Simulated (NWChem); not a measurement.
# Correlation energy of H4Al (-1)

```xyz
5

Al     0.0000     0.0000     0.0000
H      0.0000    -1.3442    -0.9505
H      0.0000     1.3442    -0.9505
H      1.3443     0.0000     0.9505
H     -1.3443     0.0000     0.9505
```
Charge -1, spin multiplicity 1.

All runs are NWChem calculations. Structure: optimised with B3LYP/def2-SVP, a minimum by its harmonic frequencies.

Basis set: aug-cc-pVDZ. Each correlation energy counts from its own Hartree-Fock reference.

The correlated methods keep 5 core orbitals frozen. The structure started from a generated list of species. The anion's geometry comes from a basis without diffuse functions. Coupled-cluster values serve here as a point of comparison, not as the truth.

Q: For the correlation energy, CR-CCSD[T] gives -148.1 mHa and CCSD(T) gives -148.3 mHa. What do MP2 give?

A: MP2: -112.8 mHa.
